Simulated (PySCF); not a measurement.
C₆H₉O₂ (doublet state).
Structure used (GFN2-xTB), in Å, numbered top down from 1:
```xyz
17
C6H9O2 angstrom
C     -2.666    0.620   -0.150
C     -1.656   -0.505   -0.297
C     -0.285   -0.110    0.280
O     -0.178    0.842    1.032
C      0.755   -0.932   -0.235
C      2.167   -0.657   -0.141
C      2.600    0.666    0.416
O      2.949   -1.550   -0.438
H     -2.367    1.481   -0.743
H     -2.733    0.931    0.889
H     -3.645    0.289   -0.490
H     -1.969   -1.383    0.276
H     -1.553   -0.802   -1.340
H      0.495   -1.866   -0.709
H      2.317    1.456   -0.278
H      3.676    0.668    0.564
H      2.088    0.863    1.355
```

The hyperfine couplings belong to this conformer and change with its torsions.

As a line formula: `CCC(=O)[CH]C(C)=O` [radical].

Computed, not measured: UKS B3LYP, pcH-1 on C H O, non-relativistic, mean-field spin-orbit, GIAO in PySCF. Geometry: GFN2-xTB, one conformer, isolated molecule. Couplings are sensitive to structure, and on GFN2-xTB geometries they can be far from those on DFT ones. The frame is twisted about the C3–C5 bond at this geometry (dihedral O4–C3–C5–C6 = -11°); couplings at other torsion angles weren't computed. The SCF solution wasn't tested for stability.

Q: Break the g tensor into its mass correction, gauge correction and orbital-Zeeman/spin–orbit terms.

A: 
```
                    Δg (ppt)      1      2      3
relativistic mass correction  -0.22  -0.22  -0.22
            gauge correction  -0.01   0.03   0.04
   orbital Zeeman/spin–orbit  -0.02   3.76  12.05
                       total  -0.24   3.57  11.87
```

So g = 2.00207, 2.00589, 2.01419 and g_iso = 2.00739; the tensor is rhombic: the two nearest values differ by 32 % of g3 − g1. 

Q: Average each term over the three axes. Which is largest in size?

A: The orbital-Zeeman/spin–orbit term 5.26, the mass correction -0.22 and the gauge correction 0.02 ppt, for a total of 5.07 ppt. The orbital-Zeeman/spin–orbit term is the largest in size. The mass correction is the same along every axis, so the anisotropy comes from the other two: their spans along these axes are 0.05 (gauge) and 12.07 ppt (orbital Zeeman/spin–orbit).

Q: At 9.507 GHz, how far is the centre of the isotropic spectrum from where a free electron (g = 2.002319) resonates?

A: B = hν/(g μB) with μB/h = 13.99624 MHz/mT gives 339.23 mT for the free electron and 338.38 mT at g_iso, 0.86 mT lower.

Q: In a frozen sample, at which fields do the three g values resonate at 9.5, 34, 94 and 263 GHz (hyperfine left aside), and which band first spreads them over more than twice a line width of 0.5 mT?

A: 
| band | GHz | B(g3) mT | B(g2) mT | B(g1) mT | spread mT |
| --- | --- | --- | --- | --- | --- |
| X | 9.5 | 336.99 | 338.38 | 339.03 | 2.04 |
| Q | 34.0 | 1206.05 | 1211.04 | 1213.35 | 7.30 |
| W | 94.0 | 3334.38 | 3348.18 | 3354.56 | 20.18 |
| J | 263.0 | 9329.18 | 9367.77 | 9385.64 | 56.46 |

The spread grows in proportion to the frequency. X band is the first where it exceeds 1.0 mT.

The largest Mulliken spin populations are on C5 (+0.77), O8 (+0.26), O4 (+0.22) and C6 (-0.13). Three atoms exceed +0.15. The angles at C5 add up to 360.0°, so it is planar; its axial dipolar tensor and the negative coupling of its proton fit spin in a p orbital normal to that plane.

The HOMO–LUMO gaps are 6.04 eV among the α and 2.59 eV among the β orbitals.
